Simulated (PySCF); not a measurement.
# Static response to an electric field

Compound: C6H9FGaN.
Geometry (PBE0-D3(BJ)/def2-SVP, Å), atoms numbered from 1 in this order:
```
atom  x, y, z in Å
F1    -2.6795   -1.9535   -0.8209
C2    -2.3844   -1.2758    0.3343
C3    -1.2825   -0.2875    0.0904
C4    -1.5412    0.9993   -0.3864
C5    -0.4809    1.8615   -0.6464
C6     0.8143    1.4100   -0.4235
N7     1.0656    0.1773    0.0255
Ga8    3.0753   -0.4715    0.3167
C9     0.0506   -0.6515    0.2742
H10   -3.2945   -0.7568    0.6779
H11   -2.0850   -2.0043    1.1055
H12   -2.5724    1.3250   -0.5495
H13   -0.6494    2.8753   -1.0131
H14    1.6871    2.0450   -0.5976
H15    2.7896   -1.5560    1.4369
H16    3.4090   -0.9983   -1.1380
H17    3.6984    0.9217    0.7433
H18    0.3238   -1.6431    0.6484
```

Level: B3LYP/def2-SVPD (PySCF), static field, nuclei fixed, core orbitals frozen in the response. The polarisability tensor in these axes (au):

```
x   137.55   2.39   1.92
y     2.39 116.10 -10.85
z     1.92 -10.85  85.65
```

Q: Diagonalise the tensor; give its mean and Δα, where Δα² is half the sum of the squared differences of the eigenvalues.

A: Principal values 82.06, 119.41 and 137.83 au; mean 113.10 au = 16.76 Å³ = 18.65 × 10⁻⁴⁰ C²·m²/J; Δα = 49.21 au (44 % of the mean).

Q: What is the dipole moment, and where does it point?

A: (-5.64, 2.97, 0.40) D, 6.38 D in size, pointing from the negative to the positive side. Measured along this direction, the outermost atoms are H16 at the negative end and H12 at the positive end.

Q: Molar refractivity from α?

A: Lorentz–Lorenz: R = (4π/3)N_A α = 2.5225 cm³/(mol·Å³) × 16.76 Å³ = 42.3 cm³/mol, in the limit of long wavelengths.

Q: Find the Langevin capture rate constant for O2+ (31.990 u) meeting this molecule (182.997 u), k = 2.342 × 10⁻⁹ cm³/s × √(α in Å³ / reduced mass in u).

A: The reduced mass is 27.23 u, so k = 1.84 × 10⁻⁹ cm³/s. The formula leaves out the permanent dipole, which adds to the capture rate.

Q: What depolarisation ratio follows for Rayleigh scattering of linearly polarised light, taking the static tensor?

A: ρ = 3Δα²/(45ᾱ² + 4Δα²) = 7265.6/(575630 + 9687.4) = 0.0124.

Q: Give the principal axes and the span of the nuclei along them.

A: Largest value along (0.99, 0.10, 0.02), where the nuclei span 7.13 Å; middle along (-0.09, 0.95, -0.31), 5.27 Å; least along (-0.05, 0.31, 0.95), 2.36 Å. The response follows the extents in order.

Q: Refractivity n − 1 of an ideal gas of it at 400 K and 1 atm, from the electronic α?

A: N = p/kT = 1.8347 × 10¹⁹ cm⁻³, so n − 1 = 2π × N × 16.76 × 10⁻²⁴ cm³ = 1932 × 10⁻⁶ at long wavelengths, for an ideal gas.

Isolated species at its PBE0-D3(BJ)/def2-SVP geometry (one conformer only). The calculation is non-relativistic, for gallium too.

The run behind these numbers computed excited states and ΔSCF ions as well. Time: 15 min (with the writing of density and orbital grids); peak memory 1.1 GiB. Hardware: one thread of an Intel Xeon at 2.50 GHz, on a shared host.
